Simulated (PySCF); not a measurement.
**`Nc1cccc2cn[nH]c12`, C$_{7}$H$_{7}$N$_{3}$**

Molfile (atoms numbered from 1):
```
C7H7N3
     RDKit          3D

 17 18  0  0  0  0  0  0  0  0999 V2000
   -1.7699   -1.7214   -0.3264 N   0  0  0  0  0  0  0  0  0  0  0  0
   -1.0181   -0.5539   -0.2621 C   0  0  0  0  0  0  0  0  0  0  0  0
   -1.4918    0.6604   -0.7253 C   0  0  0  0  0  0  0  0  0  0  0  0
   -0.7090    1.8213   -0.7122 C   0  0  0  0  0  0  0  0  0  0  0  0
    0.5766    1.8248   -0.2321 C   0  0  0  0  0  0  0  0  0  0  0  0
    1.0954    0.6111    0.2322 C   0  0  0  0  0  0  0  0  0  0  0  0
    2.3320    0.1753    0.7751 C   0  0  0  0  0  0  0  0  0  0  0  0
    2.3031   -1.1049    1.0441 N   0  0  0  0  0  0  0  0  0  0  0  0
    1.0860   -1.5527    0.7124 N   0  0  0  0  0  0  0  0  0  0  0  0
    0.3040   -0.5590    0.2051 C   0  0  0  0  0  0  0  0  0  0  0  0
   -1.5780   -2.4055    0.3892 H   0  0  0  0  0  0  0  0  0  0  0  0
   -2.7573   -1.5701   -0.4674 H   0  0  0  0  0  0  0  0  0  0  0  0
   -2.5017    0.7115   -1.1072 H   0  0  0  0  0  0  0  0  0  0  0  0
   -1.1468    2.7355   -1.0851 H   0  0  0  0  0  0  0  0  0  0  0  0
    1.1741    2.7224   -0.2124 H   0  0  0  0  0  0  0  0  0  0  0  0
    3.2150    0.7508    0.9689 H   0  0  0  0  0  0  0  0  0  0  0  0
    0.8794   -2.5338    0.7932 H   0  0  0  0  0  0  0  0  0  0  0  0
  1  2  1  0
  2  3  1  0
  3  4  2  0
  4  5  1  0
  5  6  2  0
  6  7  1  0
  7  8  2  0
  8  9  1  0
  9 10  1  0
 10  2  2  0
 10  6  1  0
  1 11  1  0
  1 12  1  0
  3 13  1  0
  4 14  1  0
  5 15  1  0
  7 16  1  0
  9 17  1  0
M  END
```

Method: GIAO HF/pcSseg-1 magnetisability, rotational g tensor and spin-rotation constants, non-relativistic, gas phase in PySCF 2.14.0. Geometry: GFN2-xTB.

**Question.** What are the magnetisability and the molar susceptibility?

**Answer.** Isotropic -1590 × 10⁻³⁰ J/T², or -95.8 × 10⁻⁶ cm³/mol; principal values -2682, -1056, -1033 × 10⁻³⁰ J/T², anisotropy 1638 × 10⁻³⁰ J/T² (root of half the summed squared differences of the principal values). The susceptibility is in cgs units.

**Question.** Split it along the inertial axes a, b, c into diamagnetic and paramagnetic parts about the centre of mass, with the quadrupole moment.

**Answer.** 
| axis | χ (10⁻⁶ cm³/mol) | diamagnetic (10⁻⁶ cm³/mol) | paramagnetic (10⁻⁶ cm³/mol) | summed x² of all electrons (Å²) | quadrupole Θ (D Å) |
| --- | --- | --- | --- | --- | --- |
| a | -62.5 | -648.3 | 585.8 | 193.7 | -2.88 |
| b | -63.2 | -879.8 | 816.6 | 139.1 | +14.80 |
| c | -161.5 | -1412.2 | 1250.7 | 13.7 | -11.92 |

Anisotropies 2χaa − χbb − χcc = +99.7 and 2χbb − χaa − χcc = +97.6 × 10⁻⁶ cm³/mol. Θ is traceless in Buckingham's convention.

**Question.** And the rotational g tensor?

**Answer.** 
| axis | rotational constant (GHz) | g | nuclear part | electronic part |
| --- | --- | --- | --- | --- |
| a | 2.2461 | -0.0377 | 0.5804 | -0.6181 |
| b | 1.5273 | -0.0326 | 0.5533 | -0.5859 |
| c | 0.9099 | +0.0293 | 0.5639 | -0.5346 |

Asymmetric top; isotopes 12C, 1H, 14N; no vibrational averaging.
